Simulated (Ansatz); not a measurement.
`[Cl][SnH]([Br])[Br]` and `[Cl][SnH2][Br]` differ in one atom or group.

Ansatz, PBE0-D4/def2-TZVP geometries, multiplicity 1. 

Elements past krypton have def2 core potentials. Scalar relativity is left out up to krypton. Spin–orbit coupling is left out; it splits and shifts lone-pair levels of the heavy atoms by tenths of an eV.

```tsv
property	`[Cl][SnH]([Br])[Br]`
LUMO energy (PBE/def2-TZVPP) / eV	-3.36
LUMO energy (PBE0/def2-TZVPP) / eV	-2.50
size of the dipole moment (PBE/def2-TZVPP) / D	1.65
HOMO–LUMO gap (PBE/def2-TZVPP) / eV	4.13
HOMO energy (ωB97M-V/def2-TZVPP) / eV	-10.99
HOMO–LUMO gap (PBE0/def2-TZVPP) / eV	6.29
```

Q: Give the same properties after the change, and the shifts. (An estimate is asked.)

A: The calculation gave: 
```tsv
property	`[Cl][SnH2][Br]`	shift
LUMO energy (PBE/def2-TZVPP) / eV	-2.47	0.89
LUMO energy (PBE0/def2-TZVPP) / eV	-1.57	0.93
size of the dipole moment (PBE/def2-TZVPP) / D	2.29	0.64
HOMO–LUMO gap (PBE/def2-TZVPP) / eV	4.80	0.67
HOMO energy (ωB97M-V/def2-TZVPP) / eV	-10.75	0.24
HOMO–LUMO gap (PBE0/def2-TZVPP) / eV	6.98	0.69
```

With PBE0 the HOMO rises by 0.24 eV and the LUMO rises by 0.93 eV, so the gap widens by about 0.69 eV. PBE moves the HOMO by 0.22 eV and ωB97M-V by 0.24 eV. Dipoles are sizes alone; their direction can turn.

Positive LUMOs are unbound, so they and the gaps depend on the basis.
